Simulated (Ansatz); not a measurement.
CH6ClGeN (`[CH3][GeH]([NH2])[Cl]`). Total charge 0; spin multiplicity 1. The structure was optimised at the PBE0-D4/def2-TZVP level. It is one conformer, not always the lowest.

```xyz
10

C    -0.751    1.077   -0.702
Ge   -0.234   -0.329    0.522
N     1.127   -1.301   -0.203
Cl    0.370    0.659    2.374
H     0.103    1.726   -0.896
H    -1.093    0.642   -1.642
H    -1.551    1.674   -0.265
H    -1.343   -1.307    0.931
H     1.437   -2.082    0.360
H     1.934   -0.759   -0.478
```

(1) What is the dipole moment at ωB97M-V/def2-TZVPP? (An estimate is asked.)

(2) And with PBE, r2SCAN, B3LYP? (Best estimate.)

(3) Give the Mulliken charges with ωB97M-V, PBE, r2SCAN in def2-TZVPP. (Estimate.)

Answers

(1) The calculation gave: 1.84 D, with components (0.09, -0.44, -1.79) D in this frame, pointing from negative to positive charge.

(2) Computed: PBE 1.89 D, r2SCAN 1.93 D, B3LYP 1.87 D.

(3) Computed: 
| atom | ωB97M-V | PBE | r2SCAN |
| --- | --- | --- | --- |
| C1 | -0.41 | -0.34 | -0.26 |
| Ge2 | 0.46 | 0.44 | 0.50 |
| N3 | -0.36 | -0.38 | -0.42 |
| Cl4 | -0.33 | -0.34 | -0.37 |
| H5 | 0.13 | 0.11 | 0.08 |
| H6 | 0.14 | 0.12 | 0.09 |
| H7 | 0.14 | 0.12 | 0.09 |
| H8 | 0.02 | -0.01 | -0.01 |
| H9 | 0.11 | 0.15 | 0.15 |
| H10 | 0.11 | 0.14 | 0.14 |

B3LYP here is the variant with VWN-RPA as its local correlation; programs differ in this.
